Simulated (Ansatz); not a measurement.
Basis-set extrapolation for C₃H₄Al, SMILES `C#[C][Al][CH3]` radical (PBE0-D4/def2-TZVP geometry, frozen core, the Gaussian-basis code of Ansatz). Multiplicity 2, UHF reference.

```tsv
	cc-pV(T+d)Z	cc-pV(Q+d)Z
HF	-357.828037	-357.837580
MP2 correlation	-0.531294	-0.564971
CCSD(T) correlation	-0.586667	-0.616001
```

Energies in hartree. Use E(X) = E(∞) + A·exp(−5.46·√X) for Hartree–Fock and E(X) = E(∞) + B·X^(−3.05) for correlation, with X = 3 and 4.

What is the CCSD(T) energy at the basis-set limit?

HF limit: -357.837580 + (-0.009543) × 0.30130 = -357.84046. Correlation limit: -0.616001 + (-0.029334) × 0.71189 = -0.63688. Total: -358.47734 hartree, 39.3 kcal/mol below CCSD(T)/cc-pV(T+d)Z.
